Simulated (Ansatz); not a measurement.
Input for Ansatz (a first-principles code): R-PBE/def2-TZVPP on GeH2 (SMILES [GeH2]), atoms moved off the minimum.

Ansatz 0.2 input:
```yaml
crystal:
  periodic: [false, false, false]
  atoms:
    - {symbol: Ge, position_ang: [-0.01044162, 0.07915352, 0.14459240]}
    - {symbol: H, position_ang: [-0.05043146, -1.20823553, -1.22614107]}
    - {symbol: H, position_ang: [-0.07569941, 1.24674858, -1.03745218]}
basis:
  gaussian:
    orbitals: def2-TZVPP
hamiltonian:
  xc: {name: PBE}
scf: {lower_state_search: off}
output: {forces: true}
```

Output:

```
WARN ansatz: RAYON_NUM_THREADS=1 ignored (pool sized by the plan → 1); use --threads N
Functional definition: PBE
these checks for a lower state are left out or cut short: stability, starts, cluster_reference, orbital_swaps, neighbouring_geometries, increment
integrals: 0.01 GiB planned
476 factors; their error is unknown
mean field: 0.13 GiB planned
mean field evaluation 1: about -56539.0249 eV, gradient 2.4e1 eV
mean field evaluation 2: about -56537.9635 eV, gradient 3.3e1 eV
mean field evaluation 4: about -56540.1024 eV, gradient 8.3e-1 eV
mean field evaluation 8: about -56540.0943 eV, gradient 1.9e-2 eV
mean field evaluation 16: about -56540.0943 eV, gradient 1.0e-6 eV
mean field -56540.09426125 eV, -2077.8101398484 hartree, gradient 9.1e-7 eV, S^2 0.000000; 0 other end points of the search recorded, 0 dependent functions left out
the calculation of the forces begins
reference -56540.09428617 eV, -2077.8101407643 hartree; 17, 17 occupied and 59, 59 virtual orbitals, 476 factors
Total energy: -56540.09428617 eV, -2077.8101407643 hartree
Atom 0 at    -0.010442     0.079154     0.144592 Å, force    -0.066133    -0.933893    -1.881142 eV/Å
Atom 1 at    -0.050431    -1.208236    -1.226141 Å, force     0.042853     1.304250     1.444577 eV/Å
Atom 2 at    -0.075699     1.246749    -1.037452 Å, force     0.023279    -0.370356     0.436565 eV/Å
Dipole moment:     0.006775     0.085907     0.189573 e Å
Checks for a lower state left out: stability, starts, cluster_reference, orbital_swaps, neighbouring_geometries, increment
```

The run converged.

Cost: roughly 0.7 core-seconds.
